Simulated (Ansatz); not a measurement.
Consider the substitution at a C–O bond: `CCCC(=O)OC` + `[SiH3][NH][GeH3]` → `C[N]([SiH3])[GeH3]` + `CCCC(=O)O`.

Computed with Ansatz on PBE0-D4/def2-TZVP structures; ΔE is electronic, products minus reactants. CCSD(T)/CBS is the MP2 limit (def2-TZVPP, def2-QZVPP) plus CCSD(T) − MP2 in def2-TZVPP, frozen cores. DFT in def2-TZVPP. For Ge outer-core shells are correlated without core-valence functions, which leaves a few kJ/mol of doubt a bond. Scalar relativity is left out up to krypton. One conformer a species, not always the lowest.

```
    level  ΔE (eV)
   PBE-D4    -0.04
r2SCAN-D4     0.02
```

Task: What does CCSD(T)/CBS give? (An estimate is asked.)

Result: Computed: -0.01 eV. The listed levels differ from it by -0.03, 0.03 eV.

Largest T1 diagnostic among the species: 0.013.

The D4 term adds −0.08 eV with B3LYP and −0.04 eV with PBE0; it sums over pairs of atoms, weighted by their polarisabilities, and B3LYP, whose exchange is more repulsive, gets the larger term. In def2-TZVPP, CCSD(T) changes the Hartree–Fock value by −0.16 eV (the triples alone add −0.02 eV) and MP2 by −0.20 eV.

B3LYP here is the variant with VWN-RPA as its local correlation; programs differ in this.
